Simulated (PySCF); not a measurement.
**Dipole moment and polarisability of `N#CC[C@@H]1CCCO1`**

C6H9NO.
Cartesian coordinates in Å at the GFN2-xTB level; atoms count from 1:
```xyz
17
C6H9NO angstrom
N      1.8476    2.2952    0.1510
C      1.8660    1.1518    0.1506
C      1.8769   -0.2869    0.1335
C      0.4487   -0.8785    0.0852
C     -0.3953   -0.3043   -1.0728
C     -1.7037    0.1022   -0.3912
C     -1.2319    0.3711    1.0364
O     -0.2519   -0.6180    1.2863
H      2.3744   -0.6419    1.0399
H      2.4411   -0.6234   -0.7403
H      0.5508   -1.9692    0.0117
H     -0.5471   -1.0364   -1.8632
H      0.0965    0.5717   -1.4979
H     -2.1651    0.9735   -0.8483
H     -2.4127   -0.7262   -0.3978
H     -2.0107    0.2574    1.7906
H     -0.7906    1.3739    1.1163
```

Level: B3LYP/def2-SVPD (PySCF), static field, nuclei fixed, core orbitals frozen in the response. The polarisability tensor in these axes (au):

```
x   77.68  0.83 -0.51
y    0.83 78.23  1.95
z   -0.51  1.95 67.08
```

**Question.** Diagonalise the tensor; give its mean and Δα, where Δα² is half the sum of the squared differences of the eigenvalues.

**Answer.** Principal values 66.72, 77.30 and 78.98 au; mean 74.33 au = 11.01 Å³ = 12.26 × 10⁻⁴⁰ C²·m²/J; Δα = 11.52 au (15 % of the mean).

**Question.** What is the dipole moment, and where does it point?

**Answer.** (-0.84, -3.10, -1.52) D, 3.56 D in size, pointing from the negative to the positive side. Measured along this direction, the outermost atoms are N1 at the negative end and H12 at the positive end.

**Question.** Give the eigenvalues of the traceless quadrupole moment Θ = ½Σq(3rr − r²1), origin at the centre of nuclear charge.

**Answer.** -14.89, 1.84, 13.05 D·Å. The values depend on the origin, since the dipole doesn't vanish. The electronic extent ⟨r²⟩ about the same centre is 901 bohr², a root-mean-square distance of 2.05 Å for the 60 electrons.

**Question.** Orientational against electronic polarisability at 350 K (dilute gas, rigid molecules)?

**Answer.** In Gaussian units μ²/3kT = 87.26 Å³ against 11.01 Å³, a ratio of 7.92; the Debye molar polarisation (4π/3)N_A(α + μ²/3kT) is 247.9 cm³/mol, leaving out the vibrational part.

**Question.** What depolarisation ratio follows for Rayleigh scattering of linearly polarised light, taking the static tensor?

**Answer.** ρ = 3Δα²/(45ᾱ² + 4Δα²) = 398.0/(248635 + 530.7) = 0.0016.

**Question.** Directions of the eigenvectors, and the extent of the frame along each?

**Answer.** Largest value along (0.50, 0.86, 0.12), where the nuclei span 4.78 Å; middle along (0.86, -0.48, -0.14), 4.74 Å; least along (0.06, -0.17, 0.98), 3.29 Å. 

**Question.** Sum over states: ᾱ = Σ f/ω², ω in Eh. What share falls to these 8 lowest TDDFT singlets (eV, f)? 6.45, 0.0134; 7.07, 0.0057; 7.19, 0.0084; 7.33, 0.0118; 7.68, 0.0220; 7.76, 0.0017; 7.79, 0.0028; 8.14, 0.0011.

**Answer.** They add up to 0.95 au, 1.3 % of the 74.33 au; the largest single term is 0.28 au, from the state at 7.68 eV. Terms in order: 0.24, 0.08, 0.12, 0.16, 0.28, 0.02, 0.03, 0.01 au. Higher excitations give the rest. The strengths listed sum to 0.067.

The structure is a single GFN2-xTB conformer in the gas phase; no vibrational or solvent corrections.
